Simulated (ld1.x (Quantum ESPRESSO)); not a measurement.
## Se (Z = 34): one change to a TM potential, before and after

Se, norm-conserving Troullier–Martins (Kleinman–Bylander form), made with ld1.x (Quantum ESPRESSO) 7.5 (PBE, scalar-relativistic). Core [Ar], reference 3d10 4s2 4p3 (charge +1). Waves: 4s (bound): rc 1.55 bohr; 3d (bound): rc 1.20 bohr; 4p (bound): rc 1.70 bohr. Local part: the p channel. Core correction: a·sin(br)/r model core, default radius (core density twice the valence density).

Change: all radii but the core radius scaled by about 1.20 (s 1.86, p 2.04, d 1.44 bohr).

Cutoffs: the cutoffs (Ry, on a coarse ladder) from which the occupation-weighted sum of valence levels, in a spherical-Bessel basis at the reference potential, stays within 10 and 1 mRy of its value at 400 Ry; they do not see the model core or the augmentation charge, which bear on the density cutoff. Errors are all-electron minus pseudo energies relative to the spin-unpolarised reference configuration.

**Question.** What does the change do?

**Answer.** Of the 5 tests that both files solve, the error grows in 3 and shrinks in 1 by more than 15 % and 0.3 meV (median size 8.5 → 8.7 meV); neither file shows a bound ghost.

```csv
quantity,base,changed
"cutoff, loose",230 Ry,200 Ry
"cutoff, tight",over 300 Ry,300 Ry
loose cutoff by channel (10 mRy a level),"s 21 Ry, d 180 Ry, p 15 Ry","s 18 Ry, d 140 Ry, p 8 Ry"
bound ghosts,none,none
tests with a reliable result,6 of 7,6 of 7
"error for 3d10 4s2 4p4, meV [ΔE -10.84 eV]",+2.7,+3.5
"error for 3d10 4s2 4p1, meV [ΔE 51.22 eV]",-8.5,-8.7
"error for 3d9 4s2 4p5, meV [ΔE 40.83 eV]",-979,-273
"error for 3d10 4s2 4p4.3, meV [ΔE -12.44 eV]",+3.6,+4.9
"error for 3d10 4s0 4p6, meV [ΔE 11.12 eV]",-13,-27
```
